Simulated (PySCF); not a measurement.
Computed shifts of a molecule C2H8BNO2, PySCF with PBE0/pcSseg-1, GIAO, gas phase, equivalent atoms averaged, in ppm (number of nuclei): ¹³C: 66.2 (1), 64.5 (1). ¹⁵N: 75.8 (1). ¹H: 3.63 (1), 3.53 (3), 2.99 (1), 2.98 (1), 2.97 (2). References: ¹³C against TMS (σ = 186.3 ppm); ¹⁷O against H2O (σ = 334.2 ppm); ¹¹B against BF3 (σ = 88.8 ppm); ¹⁵N against NH3 (σ = 267.4 ppm); ¹H against TMS (σ = 31.56 ppm), references at their B3LYP-D3(BJ)/def2-TZVP geometries, non-relativistic. Geometry optimised at B3LYP-D3(BJ)/def2-SVP. Other conformers were not sampled.

### Question
Which molecule gave these data?
A) COCB(N)O
B) CCNB(O)O
C) CN(C)B(O)O
D) CCOB(N)O

### Answer
A, COCB(N)O
